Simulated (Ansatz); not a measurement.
`[SiH3]B1CO1` + `OCS` → `OCS[SiH3]` + `B1CO1`  (cleavage of the Si–B bond)

Calculated with Ansatz (gas phase, PBE0-D4/def2-TZVP geometries, no zero-point term in ΔE). CCSD(T)/CBS adds triple-zeta CCSD(T) − MP2 to the extrapolated MP2 energy (def2 sets, frozen cores). Functionals use def2-TZVPP. HSE06 is defined as in plane-wave codes. One conformer a species, not always the lowest.

`[SiH3]B1CO1`:

```xyz
9

Si   -1.173    0.303   -1.110
B     0.328    0.118    0.194
C     1.199   -0.527    1.260
O     1.379    0.811    0.633
H    -1.089   -0.805   -2.099
H    -2.462    0.183   -0.378
H    -1.138    1.603   -1.828
H     1.999   -1.219    1.011
H     0.958   -0.467    2.317
```

`OCS`:

Cartesian coordinates in Å:
```
O -0.442 0.342 1.110
C -0.256 0.066 -0.255
S 0.726 -1.419 -0.471
H -0.937 1.163 1.186
H -1.203 -0.155 -0.764
H 0.229 0.899 -0.774
H 1.883 -0.897 -0.033
```

`OCS[SiH3]`:

```xyz
10

O    -1.589   -0.256    1.341
C    -0.716   -1.062    0.620
S     1.054   -0.586    0.756
Si    1.123    0.851   -0.808
H    -1.544    0.641    0.998
H    -0.777   -2.061    1.050
H    -0.975   -1.122   -0.443
H     2.468    1.473   -0.773
H     0.082    1.900   -0.606
H     0.875    0.222   -2.133
```

`B1CO1`:

Cartesian coordinates in Å:
```
B 0.627 -0.213 -0.563
C -0.578 0.109 0.289
O 0.870 0.248 0.658
H 1.258 -0.566 -1.500
H -1.089 -0.644 0.881
H -1.088 1.066 0.235
```

Problem. Is it downhill or uphill in electronic energy at CCSD(T)/CBS, and by how much? (An estimate is asked.)

Solution. Ansatz gave: Downhill: ΔE = -67.2 kJ/mol.

Problem. What do these levels give: LDA (SPW92), BLYP-D4, CAM-B3LYP-D4, r2SCAN0, HSE06, BHLYP, MP2/def2-SVP, CCSD/def2-SVP, CCSD(T)/def2-SVP, MP2/def2-TZVPP, SCS-MP2/def2-TZVPP, CCSD/CBS(def2)? (Estimate.)

Solution. Ansatz gave: LDA (SPW92) -61.6, BLYP-D4 -66.4, CAM-B3LYP-D4 -64.3, r2SCAN0 -68.7, HSE06 -62.6, BHLYP -64.7, MP2/def2-SVP -63.5, CCSD/def2-SVP -54.4, CCSD(T)/def2-SVP -55.1, MP2/def2-TZVPP -72.2, SCS-MP2/def2-TZVPP -68.5, CCSD/CBS(def2) -65.8 kJ/mol.

Largest T1 diagnostic among the species: 0.016.

The D4 term adds −5.1 kJ/mol with B3LYP and −2.6 kJ/mol with PBE0; it sums over pairs of atoms, weighted by their polarisabilities, and B3LYP, whose exchange is more repulsive, gets the larger term. At CCSD(T), def2-SVP lies +12.1 kJ/mol from the extrapolated value and def2-TZVPP +4.4 kJ/mol. Leaving LDA and LC-ωPBE aside and taking each functional with its dispersion term where it has one, the values, not all of them listed here, spread over 5.9 kJ/mol, from r2SCAN0-D4 to PBE-D4.

B3LYP here is the variant with VWN-RPA as its local correlation; programs differ in this.
